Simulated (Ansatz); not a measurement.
Ansatz results at the PBE0-D4/def2-TZVP geometry: size of the dipole moment (B3LYP/def2-TZVPP) 1.79 D; LUMO energy (ωB97M-V/def2-TZVPP) -0.85 eV; ideal-gas entropy at 298 K and 1 bar (rigid rotor, harmonic PBE0-D4/def2-TZVP) 384 J/(mol·K).

Q: Which molecule gave them?
A. `[SH][SnH]([SH])[SH]`
B. `[SiH3][Sn]([Cl])([Cl])[Cl]`
C. `N#[C][Sn]([F])([F])[Cl]`
D. `[Cl][Sn]([Cl])([Cl])[SeH]`

A: C. The others give `[SiH3][Sn]([Cl])([Cl])[Cl]`: 4.00, -0.26, 415; `[Cl][Sn]([Cl])([Cl])[SeH]`: 2.10, -0.96, 422; `[SH][SnH]([SH])[SH]`: 0.35, 0.37, 403.

B3LYP here is the variant with VWN-RPA as its local correlation; programs differ in this.
